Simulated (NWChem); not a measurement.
InF2, doublet; SMILES [F][In][F]

Computed with NWChem. Spin-unrestricted. In the optimisation the excess spin sits in a1 (C2v, its own frame). Coordinates come from a PBE0/def2-SVP, spin-unrestricted optimisation. This spin state was assumed; another may lie lower. No stability test was run on the SCF state. def2 effective core potentials on In; no spin-orbit coupling. Level M06-2X/def2-SVP: energy and gradient on several grids; changes count from the extra-fine grid, which is no exact limit either.

| grid | size of the energy change (μHa) | largest change of a gradient component (μHa/bohr) |
|---|---|---|
| xcoarse | 20000 | 700 |
| coarse | 40 | 100 |
| medium | < 10 | 80 |
| fine | < 10 | 70 |
| xfine | < 10 | < 30 |
